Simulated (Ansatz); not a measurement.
```yaml
crystal:
  periodic: [false, false, false]
  atoms:
    - {symbol: Si, position_ang: [-0.777888, 0.612696, -0.079342]}
    - {symbol: Sb, position_ang: [0.629327, -1.376577, 0.464424]}
    - {symbol: Cl, position_ang: [1.892111, -0.849219, -1.157934]}
    - {symbol: H, position_ang: [-1.694946, -0.009581, -1.619923]}
    - {symbol: H, position_ang: [0.051801, 1.779780, -0.536759]}
    - {symbol: H, position_ang: [-1.812158, 0.562597, 0.970346]}
    - {symbol: H, position_ang: [1.379471, -0.579093, 1.422183]}
basis:
  gaussian: {orbitals: def2-SVP}
hamiltonian: {xc: {name: HF}}
correlation: {method: mp2, frozen_orbitals: {Si: 0}}
scf: {lower_state_search: off}
output: {forces: true}
```

```sh
$ ansatz run in.yaml --threads 4 --pin off --events-out ev --progress --plain --max-ram 10444MiB
```

It prints (some lines left out):

```
Functional definition: HF
Error: "frozen_orbitals" has no count for Sb
```

**Question.** What is wrong with this run?

**Answer.** Frozen orbitals are typed for one element alone, and the program wants a count for each. The input was rejected before any iteration.
